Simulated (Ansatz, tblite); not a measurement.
Removing and adding an electron: CdF₂. Charge 0, multiplicity 1. Geometry: r2SCAN-D4/def2-TZVP. Ansatz, gas phase; energy differences of separate SCF runs; the oxidised species was run as a doublet alone; the reduced species was run as a doublet alone.

```xyz
3

Cd    0.000    0.000    0.000
F    -1.395    1.232    0.473
F     1.395   -1.232   -0.473
```

In the def2 sets Cd takes a core potential; there is no spin–orbit coupling. The xTB rows come from tblite. Correlated methods freeze 2 core orbitals; core or outer-core shells of Cd are correlated, in sets that lack core-valence functions. In CCSD on the charge 1 doublet the largest single amplitude is 0.17, so its Hartree–Fock determinant may place the open shell otherwise than the density functionals do. The structure comes from a short search, and lower isomers may exist.

```
               level  −HOMO (eV)  vertical IE (eV)  −LUMO (eV)  vertical EA (eV)  HOMO–LUMO gap (eV)  IE − EA (eV)                       remarks
            GFN1-xTB       12.74             16.80        9.44              6.15                3.30         10.65                             –
       HF/def2-TZVPD           –                 –           –             -0.21                   –             –                             –
       HF/def2-TZVPP           –             11.38           –                 –                   –             –                             –
r2SCAN-D4/def2-TZVPD        8.65                 –        3.14              0.57                5.51             –  HOMO above zero (-1 doublet)
   PBE0-D4/def2-TZVP       10.07             12.60        2.40                 –                7.67             –                             –
      MP2/def2-TZVPP           –             13.60           –                 –                   –             –                             –
     CCSD/def2-TZVPP           –             13.12           –                 –                   –             –                             –
  CCSD(T)/def2-TZVPP           –             13.19           –                 –                   –             –                             –
```

Estimate the rows for GFN2-xTB, PBE-D4/def2-TZVP, PBE-D4/def2-TZVPD, r2SCAN-D4/def2-TZVP, PBE0-D4/def2-TZVPD, MP2/def2-TZVPD, CCSD/def2-TZVPD, CCSD(T)/def2-TZVPD.


```json
{"level": "GFN2-xTB", "−HOMO (eV)": "13.47", "vertical IE (eV)": "17.94", "−LUMO (eV)": "9.76", "vertical EA (eV)": "4.94", "HOMO–LUMO gap (eV)": "3.71", "IE − EA (eV)": "13.00", "remarks": "–"}
{"level": "PBE-D4/def2-TZVP", "−HOMO (eV)": "8.16", "vertical IE (eV)": "12.09", "−LUMO (eV)": "3.36", "vertical EA (eV)": "–", "HOMO–LUMO gap (eV)": "4.80", "IE − EA (eV)": "–", "remarks": "–"}
{"level": "PBE-D4/def2-TZVPD", "−HOMO (eV)": "8.30", "vertical IE (eV)": "–", "−LUMO (eV)": "3.44", "vertical EA (eV)": "0.65", "HOMO–LUMO gap (eV)": "4.85", "IE − EA (eV)": "–", "remarks": "HOMO above zero (-1 doublet)"}
{"level": "r2SCAN-D4/def2-TZVP", "−HOMO (eV)": "8.55", "vertical IE (eV)": "12.24", "−LUMO (eV)": "3.09", "vertical EA (eV)": "–", "HOMO–LUMO gap (eV)": "5.46", "IE − EA (eV)": "–", "remarks": "–"}
{"level": "PBE0-D4/def2-TZVPD", "−HOMO (eV)": "10.17", "vertical IE (eV)": "–", "−LUMO (eV)": "2.47", "vertical EA (eV)": "0.56", "HOMO–LUMO gap (eV)": "7.70", "IE − EA (eV)": "–", "remarks": "HOMO above zero (-1 doublet)"}
{"level": "MP2/def2-TZVPD", "−HOMO (eV)": "–", "vertical IE (eV)": "–", "−LUMO (eV)": "–", "vertical EA (eV)": "0.32", "HOMO–LUMO gap (eV)": "–", "IE − EA (eV)": "–", "remarks": "–"}
{"level": "CCSD/def2-TZVPD", "−HOMO (eV)": "–", "vertical IE (eV)": "–", "−LUMO (eV)": "–", "vertical EA (eV)": "0.30", "HOMO–LUMO gap (eV)": "–", "IE − EA (eV)": "–", "remarks": "–"}
{"level": "CCSD(T)/def2-TZVPD", "−HOMO (eV)": "–", "vertical IE (eV)": "–", "−LUMO (eV)": "–", "vertical EA (eV)": "0.35", "HOMO–LUMO gap (eV)": "–", "IE − EA (eV)": "–", "remarks": "–"}
```

   A HOMO above zero means that the electron is unbound at that level or that self-interaction error raises the level; the energy of removing that electron tells which. Raw xTB energy differences between charge states are shifted by several eV; the methods need an empirical correction for them. A negative affinity means that the extra electron isn't bound; its size then hangs on the basis.
